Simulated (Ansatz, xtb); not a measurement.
**Isomers of B2H5NO in order of energy**

5 gas-phase structures of B2H5NO, found in a search over its isomers (lower ones may exist). Each was relaxed with GFN2-xTB; where two conformers were screened, the lower at r2SCAN-D4/def2-SVP is listed:

A. `[BH3-][NH2+]B=O`, a singlet
B. a singlet given by its coordinates
C. `B1N[BH2-][OH+]1`, a singlet
D. `BNBO`, a singlet
E. a singlet given by its coordinates

E (Å):

```xyz
9

B    -0.9313   -1.5540   -1.1728
B     0.0310   -0.7759    1.1331
N     0.5388    0.5244    1.2777
O    -0.4554   -1.1794   -0.0286
H    -0.2195   -2.0612   -1.9733
H    -2.0795   -1.3929   -1.4165
H     0.0412   -1.5087    2.0542
H     0.5549    1.1868    0.5213
H     0.9211    0.8850    2.1317
```

Close contacts (Å): B1–O4 1.29, B2–N3 1.40, B2–O4 1.32, B1–H5 1.19, B1–H6 1.18, B2–H7 1.18, N3–H8 1.01, N3–H9 1.00.

B (Å):

```yaml
atoms:
  - { symbol: B, position_ang: [-1.2991, 0.7199, -0.8001] }
  - { symbol: B, position_ang: [-1.1040, 0.4724, 1.2008] }
  - { symbol: N, position_ang: [-2.3702, 0.9978, 0.2801] }
  - { symbol: O, position_ang: [-0.3049, 0.3093, -0.0839] }
  - { symbol: H, position_ang: [-1.4232, 0.8688, -1.9523] }
  - { symbol: H, position_ang: [-2.6514, 1.9611, 0.4198] }
  - { symbol: H, position_ang: [-3.1987, 0.4150, 0.2806] }
  - { symbol: H, position_ang: [-0.6901, 1.3396, 1.8885] }
  - { symbol: H, position_ang: [-1.3536, -0.5610, 1.7162] }
```

Close contacts (Å): B1–N3 1.55, B1–O4 1.29, B2–N3 1.65, B2–O4 1.52, B1–H5 1.17, B2–H8 1.18, B2–H9 1.18, N3–H6 1.01, N3–H7 1.01.

Problem. Make a reasoned guess at their ranking by r2SCAN-D4/def2-SVP single-point energy.

Solution. Calculated order at r2SCAN-D4/def2-SVP: D (0.0), E (1.6), B (11.8), C (25.4), A (38.9) kcal/mol.

Energies above the lowest of each column, in kcal/mol; the last columns are at BLYP-D3(BJ)/def2-SVP geometries and were run for some of them only (a dash: not run or not comparable):

```
structure  GFN2-xTB  HF/STO-3G  r2SCAN-D4/def2-SVP  BLYP-D3(BJ)/def2-SVP  CCSD(T)/def2-TZVP
        D      10.2        3.3                 0.0                   1.2                0.0
        E       0.0        0.0                 1.6                   0.0                1.0
        B      18.3        2.0                11.8                  14.6                  –
        C      27.0       14.6                25.4                     –                  –
        A      31.8       46.8                38.9                     –                  –
```

CCSD(T)/def2-TZVP puts D lowest of those it was run on; GFN2-xTB picks E, HF/STO-3G picks E, BLYP-D3(BJ)/def2-SVP picks E. Some further structures that were screened fall inside this span and aren't listed. Flexible structures stand in one conformer each, not always the lowest. Frequencies (BLYP-D3(BJ)/def2-SVP) were run for D, E alone.

Over these structures GFN2-xTB departs from r2SCAN-D4/def2-SVP by 5.1 kcal/mol on average once a common shift is removed. A GFN2-xTB relaxation took about 0.07 s and the r2SCAN-D4/def2-SVP energy about 1.1 s on a shared host (Ansatz 0.2.0, xtb 6.7.1).
